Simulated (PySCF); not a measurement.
Calculation: PySCF with TPSSh-D3(BJ)/def2-TZVP // B3LYP-D3(BJ)/def2-TZVP. Gas-phase values, no solvent. 

Reference species (SMILES): `[Cl][SnH3]` (neutral, multiplicity 1).

```json
{
 "dipole_moment": "2.53 D"
}
```

Changed species: `[Cl][SnH]([Cl])[Cl]` (whole molecule; the reference has whole molecule).

Give the shifts of the dipole moment.

the dipole moment drops by 0.50 D, to 2.03 D.
